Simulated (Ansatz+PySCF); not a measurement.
Values are calculated unless marked as measured or tabulated.
Input for Ansatz (development build ahead of 0.2.0):

```yaml
crystal:
  periodic: [false, false, false]
  atoms:
    - { symbol: H, position_ang: [0.0, 0.0, -2.5443] }
    - { symbol: Be, position_ang: [0.0, 0.0, 0.0] }
    - { symbol: H, position_ang: [0.0, 0.0, 2.5443] }
basis:
  gaussian: { orbitals: "6-31G" }
hamiltonian:
  xc: pbe0
scf:
  omitted_lower_state_checks: [stability, starts, atomic_configurations, cluster_reference, orbital_swaps, given_window_search, neighbouring_geometries, increment]
output:
  forces: true
```

The input is written out in the form of the current development build from the run's settings.

Output:

```json
{
 "Converged": "yes",
 "Total energy": "-15.64327 hartree",
 "Spin squared of the determinant": "0.000"
}
```

Forces (eV/Å):
```
atom     Fx     Fy      Fz
  H1  0.000  0.000   2.334
 Be2  0.000  0.000   0.000
  H3  0.000  0.000  -2.334
```

Caution: charge can spread falsely over distant fragments; an unrestricted determinant lies well below.
